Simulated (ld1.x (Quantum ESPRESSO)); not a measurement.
## Ti (Z = 22): one change to a TM semilocal potential, before and after

| Item | Value |
| --- | --- |
| Element | Ti (Z = 22) |
| Generator | ld1.x (Quantum ESPRESSO) 7.5 |
| Type | norm-conserving Troullier–Martins (semilocal form) |
| Functional | PBEsol |
| Relativity | scalar-relativistic |
| Frozen core | [Ne] |
| Valence charge | 12 |
| Reference configuration | 3s2 3p6 3d2 4s0 4p0 (charge +2) |
| Partial waves | 3s (bound): rc 1.25 bohr; 3p (bound): rc 1.65 bohr; 3d (bound): rc 1.10 bohr |
| Local potential | the d channel |
| Core correction | none |

Change: wave 3s (bound): rc 1.25 bohr becomes 3s (bound): rc 0.84 bohr.

Cutoffs: the cutoffs (Ry, on a coarse ladder) from which the occupation-weighted sum of valence levels, in a spherical-Bessel basis at the reference potential, stays within 10 and 1 mRy of its value at 400 Ry; they do not see the model core or the augmentation charge, which bear on the density cutoff. Errors are all-electron minus pseudo energies relative to the spin-unpolarised reference configuration.

Question: What does the change do?

Answer: The potential gets harder (140 Ry and 160 Ry → 140 Ry and 230 Ry); of the 7 tests that both files solve, the error grows in 0 and shrinks in 7 by more than 15 % and 0.3 meV (median size 258.2 → 55.7 meV); the range in which the s phases agree widens (upper end -0.7 → 0.6); neither file shows a bound ghost. A smaller radius makes the pseudo-wave follow the all-electron one further in, where it bends more sharply, so more plane waves are needed. Less of the atom is replaced, so other configurations are described better. A semilocal file is local in each channel, so a ghost entry of none says nothing of the separable form that plane-wave codes build from it.

| quantity | base | changed |
| --- | --- | --- |
| cutoff, loose | 140 Ry | 140 Ry |
| cutoff, tight | 160 Ry | 230 Ry |
| loose cutoff by channel (10 mRy a level) | s 50 Ry, p 35 Ry, d 120 Ry | s 110 Ry, p 35 Ry, d 120 Ry |
| bound ghosts | none | none |
| error for 3s2 3p6 3d2 4s2 4p0, meV [ΔE -20.83 eV] | +297 | +64 |
| error for 3s2 3p6 3d2 4s1 4p0, meV [ΔE -13.47 eV] | +200 | +43 |
| error for 3s2 3p6 3d1 4s0 4p0, meV [ΔE 26.90 eV] | +16 | +13 |
| error for 3s2 3p5 3d2 4s2 4p0, meV [ΔE 24.64 eV] | +607 | +128 |
| error for 3s2 3p6 3d1 4s2 4p1, meV [ΔE -16.13 eV] | +504 | +140 |
| error for 3s2 3p6 3d2 4s1.5 4p0, meV [ΔE -17.89 eV] | +258 | +56 |
| error for 3s2 3p6 3d2 4s1 4p1, meV [ΔE -17.74 eV] | +176 | +50 |
| s: phases at 1.80 bohr within 0.05 rad from the reference energy up to (Ry; the scan ends near 5) | -0.7 | 0.6 |
| p: phases at 1.80 bohr within 0.05 rad from the reference energy up to (Ry; the scan ends near 5) | 1.4 | 1.4 |
| d: phases at 1.80 bohr within 0.05 rad from the reference energy up to (Ry; the scan ends near 5) | 3.3 | 3.3 |
